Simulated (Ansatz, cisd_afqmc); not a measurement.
System: CHF, charge 0, singlet. A triplet may lie lower; no result for it is given here. CHF (SMILES [CH]F).
B3LYP-D3(BJ)/def2-TZVP minimum from Ansatz (a program for electronic structure):
```xyz
3

C     -0.5669     0.4516    -0.0174
F      0.5297    -0.2636     0.0165
H     -1.3661    -0.3376    -0.0445
```
Charge 0, spin multiplicity 1.

Total energies in cc-pVDZ, 12 correlated electrons, 2 frozen orbitals. Radicals and triplets start from unrestricted determinants; spin-orbit coupling is neglected. Correlated methods leave the cores frozen. No relativity. The Monte Carlo rows (phaseless AFQMC, CISD trial, step 0.005/hartree) carry one-sigma bars that omit the constraint's bias. Outlying blocks are dropped, and bars are widened where a walk drifts. Over all cases where full CI ran beside it in this data, AFQMC minus full CI had a median of +0.1 mEh and passed +0.4 mEh in a tenth of the cases. The restricted determinant of CHF ([CH]F, singlet) is unstable towards broken spin symmetry in at least one set run.

```tsv
method	program	energy (Eh)	minus CCSDTQ (mEh)
HF	Ansatz	-137.76509	328.43
MP2	Ansatz	-138.06275	30.77
CCSD	Ansatz	-138.08444	9.08
CCSD(T)	Ansatz	-138.09212	1.40
CCSDT(Q)	Ansatz	-138.09358	-0.06
CCSDTQ	Ansatz	-138.09352	0.00
AFQMC/CISD	cisd_afqmc	-138.0933 ± 0.0003	0.2 ± 0.3
```

Rough core times of Ansatz's runs on a shared machine: CCSD(T) under 20 s, CCSDT(Q) under 20 s, CCSDTQ 2 min.
